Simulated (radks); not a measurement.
Neutral arsenic inside a hard spherical wall (all orbitals vanish at R), configuration held at [Ar] 3d10 4s2 4p3 and not refilled when levels cross. All-electron calculation, non-relativistic Kohn-Sham, LDA (Slater exchange, VWN5 correlation), spin-polarised, spherical densities, point nucleus; open shells are filled with parallel spins first. Program: a radial shooting solver on a logarithmic mesh with Libxc functionals. Eigenvalues in eV for spin up, with the zero of energy where the potential of the charges vanishes at infinity; a dash marks a level that is unbound or too diffuse for the functional's potential to be trusted. A positive occupied level is held by the wall or, in an anion where self-interaction has pushed it up, behind a barrier. The pressure on the wall is -dE/dV.

R (bohr)	E (hartree)	kinetic (hartree)	e(3p)	e(3d)	e(4s)	e(4p)	e(5s, empty)	e(5p, empty)	pressure (GPa)
free	-2232.58715	2230.499	-131.78	-41.790	-14.890	-5.996	-0.482	-	0
20	-2232.58715	2230.499	-131.78	-41.790	-14.890	-5.996	-0.474	0.397	< 0.0001
8	-2232.58572	2230.512	-131.67	-41.683	-14.808	-5.912	1.065	3.765	0.0696
7	-2232.58175	2230.543	-131.47	-41.481	-14.657	-5.751	2.336	5.776	0.342
4	-2232.25767	2232.086	-125.75	-35.855	-10.290	-0.340	25.630	34.543	70.6
3.5	-2231.89122	2233.508	-122.12	-32.318	-6.950	3.886	41.079	51.834	204
3	-2231.05650	2236.424	-116.32	-26.667	-0.473	11.912	68.667	81.722	649
2.5	-2228.98939	2243.069	-106.49	-17.034	13.538	28.621	122.00	137.74	2430
1.5	-2201.72818	2322.343	-42.378	50.705	164.18	189.94	543.82	556.27	85200
